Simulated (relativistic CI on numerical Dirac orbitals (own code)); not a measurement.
Re X: sensitivity of the levels to the model

Base calculation: Dirac-Coulomb-Breit CI, KLI orbitals optimised for each configuration, model QED (radiative potential, 1s self-energy scaled to tabulated hydrogen-like ionisation energies), unscaled Slater integrals.

Configuration list (outside the closed core [Kr] 4d10): 4f14.5s2.5p4, 4f13.5s2.5p5, 4f14.5s.5p5, 4f14.5s2.5p3.5d, 4f14.5s.5p4.5d, 4f13.5s2.5p4.5d, 4f14.5s2.5p3.5f, 4f14.5s2.5p3.6s, 4f14.5s2.5p3.5g, 4f13.5s2.5p4.6s, 4f14.5s.5p4.5f, 4f14.5s2.5p3.6p, 4f13.5s2.5p4.6p, 4f14.5p5.5d, 4f14.5s.5p4.5g, 4f13.5s2.5p4.5f, 4f14.5s2.5p2.5d.6p, 4f14.5s.5p3.5d2, 4f14.5p6, 4f13.5p6.5d, 4f14.5s2.5p2.5d2, 4f14.5s2.5p.5d3, 4f14.5s.5p2.5d3, 4f13.5s2.5p2.5d3, 4f14.5s2.5p.5d2.5f, 4f14.5s2.5p2.5d.6s, 4f14.5s2.5p.5d2.6s, 4f14.5s.5p2.5d2.6s, 4f13.5s2.5p2.5d2.6s, 4f14.5s2.5p.5d.5f.6s. Double excitations out of closed p, d and f shells are left out; levels of such configurations are missing from the list, as are those of other unlisted configurations, and high levels can miss mixing partners. Some configurations lack a partner that the ground configuration has and come out too high, among them 4f13.5s2.5p4.6s, 4f13.5s2.5p4.6p, 4f13.5s2.5p4.5f, 4f14.5s2.5p3.5g, 4f14.5s.5p4.5f.

Variants: (1) valence Slater integrals scaled by 0.9; (2) QED terms removed; (3) one mean potential for all configurations. Shifts of the energy above 4f14.5s2.5p4 3P_2, in cm⁻¹, for the lowest level and the first level of each name with at least 55 % of one term (blank where a level changes its place among those of its configuration and J or its character, or is not in the variant):

| Level | Base | Δ(1) | Δ(2) | Δ(3) |
| --- | --- | --- | --- | --- |
| 4f14.5s2.5p4 3P_2 | 0 | 0 | 0 | 0 |
| 4f13.5s2.5p5 3F_4 | 92559 | -2410 | -431 | +7820 |
| 4f13.5s2.5p5 1F_3 | 93549 | -2497 | -430 | +7764 |
| 4f14.5s2.5p4 3P_1 | 97123 | +713 | -94 | -338 |
| 4f13.5s2.5p5 3G_5 | 97929 | -3038 | -427 | +7699 |
| 4f13.5s2.5p5 3F_3 | 110083 | -2416 | -506 | +8351 |
| 4f13.5s2.5p5 3D_2 | 116502 | -3312 | -484 |  |
| 4f13.5s2.5p5 3D_1 | 125953 | -3969 | -504 | +8446 |
| 4f13.5s2.5p5 3D_3 | 207152 | -3694 | -529 | +9129 |
| 4f13.5s2.5p5 3G_3 | 222701 | -3358 | -609 | +9640 |
| 4f14.5s.5p5 3P°_2 | 344483 | +6065 | +1164 | -1328 |
| 4f14.5s.5p5 3P°_0 | 441236 | +5795 | +927 | -1666 |
| 4f14.5s2.5p3.5d 3D°_1 | 441539 | -1241 | +223 | -676 |
| 4f13.5s2.5p4.5d 5D°_4 | 450579 | +2532 | -230 | +11838 |
| 4f13.5s2.5p4.5d 5G°_6 | 468088 | +1465 | -251 | +12163 |
| 4f13.5s2.5p4.5d 3P°_0 | 472582 | +977 | -181 | +10680 |
| 4f13.5s2.5p4.5d 5I°_8 | 472915 | +1421 | -266 | +12249 |
| 4f13.5s2.5p4.5d 3I°_7 | 477071 | +202 | -245 | +11911 |

At this charge transitions that keep the count of f electrons are usually good to a few per cent. Levels and lines within the n = 5 or 6 shells can be off by up to 10 % or somewhat more, and those that change n by about 2 %, since core polarisation is missing. Levels that differ in their count of f electrons can be misplaced by several ten thousand cm⁻¹, since the correlation energy of f electrons is missing or only estimated; rates across such gaps can be off by orders of magnitude.

Ionisation energy from one configuration of each of the two ions, the ground ones as tabulated or assumed: base 181.721 eV. The NIST ASD value (theoretical) is 187 ± 9 eV.

LS names give the leading component of a level, which can be under half, so a name can repeat, a term be missing and a line seem to break the LS rules.
